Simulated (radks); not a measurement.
The numbers below are computed, except where a source is named.
Spherical quantum dot in the effective-mass picture: electrons in a hard-walled sphere of radius 2.14, all in effective atomic units (hartree* = m*/eps^2 hartree, bohr* = eps/m* bohr), one dielectric constant everywhere. Level of theory: non-relativistic Kohn-Sham, LDA (Slater exchange, Perdew-Wang correlation), spin-polarised, spherical densities (a radial shooting solver with Libxc functionals). Levels are named by radial order and angular momentum (1s, 1p, 1d, 2s, ...), and open shells are averaged over m. Results are scaled to m* = 0.03 and eps = 10.5, for which hartree* = 7.404 meV and bohr* = 18.52 nm.

N = 13, configuration 1s2 1p6 1d(up 5, down 0). This is the lowest configuration that the search found. Occupied and some empty levels:

level,occupation,eigenvalue (meV),<r> (nm)
1s up,1,67.809,23.47
1s down,1,68.917,23.28
1p up,3,73.607,25.62
1p down,3,74.828,25.56
1d up,5,82.331,27.10
1d down,0,83.603,27.08
2s up,0,92.709,18.57
2s down,0,93.360,18.62
1f up,0,93.583,28.21
1f down,0,94.873,28.21
2p up,0,108.00,21.00
2p down,0,108.79,20.98

Energy (meV): total 605.891, kinetic 261.10, external 0, Hartree 407.44, exchange-correlation -62.651.

Electron density:

r (nm),n(r) (e/nm^3)
2.05,0.00001825
4.02,0.00002048
6.00,0.00002429
7.98,0.00002981
9.95,0.00003715
11.9,0.00004629
13.9,0.00005700
15.9,0.00006872
17.9,0.00008054
19.8,0.00009114
21.8,0.00009888
23.8,0.0001020
25.8,0.00009906
27.7,0.00008935
29.7,0.00007362
31.7,0.00005362
33.7,0.00003285
35.6,0.00001532
37.6,3.850e-06
39.6,7.785e-09
